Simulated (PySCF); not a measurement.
**F³⁺ (fluorine, charge +3): UHF calculation**

Configuration: [He] 2s2 2p2, high-spin 3P determinant. Computed with PySCF 2.14 in def2-QZVPPD, with no relativity, point nucleus.

```
Total energy                                                  : -95.325235 hartree
One-electron energy                                           : -118.1739 hartree
Hartree (Coulomb) energy                                      : 31.3153 hartree
Exchange energy                                               : -8.4666 hartree
Kinetic energy                                                : 95.35004 hartree
⟨S²⟩                                                          : 2.0034
⟨L²⟩                                                          : 2.006
Sum of ⟨r⟩                                                    : 3.746 bohr
Sum of ⟨r²⟩                                                   : 3.560 bohr²
Traceless quadrupole moment −½Σ⟨3z² − r²⟩ along its main axis : 0.329 e·bohr²
Density at the nucleus (Gaussians lack the cusp)              : 450 bohr⁻³
Spin density at the nucleus                                   : 0.160 bohr⁻³
Langevin diamagnetic susceptibility                           : -2.82 ×10⁻⁶ cm³/mol
```

| shell | electrons | mean orbital energy (eV) | rms radius, mean of both spins (bohr) |
| --- | --- | --- | --- |
| 1s α | 1 | -797.68 | 0.203 |
| 1s β | 1 | -793.95 | 0.203 |
| 2s α | 1 | -108.21 | 0.958 |
| 2s β | 1 | -96.107 | 0.958 |
| 2p α | 2 | -88.120 | 0.906 |

Spin-orbit constants ζ (cm⁻¹) from the X2C one-electron operator on these orbitals (non-relativistic here): bare nucleus, nucleus screened by l(l+1)(2l+1)/3 electrons, and screened by the Breit-Pauli mean field of the electrons.

```
shell   bare  screened nucleus  mean field
   2p  635.3             494.1       442.8
```

To first order the Landé constant is A = 221.4 cm⁻¹, so the lowest level has J = 0 and lies 0.0549 eV below the centre of the term. This holds in LS coupling only.
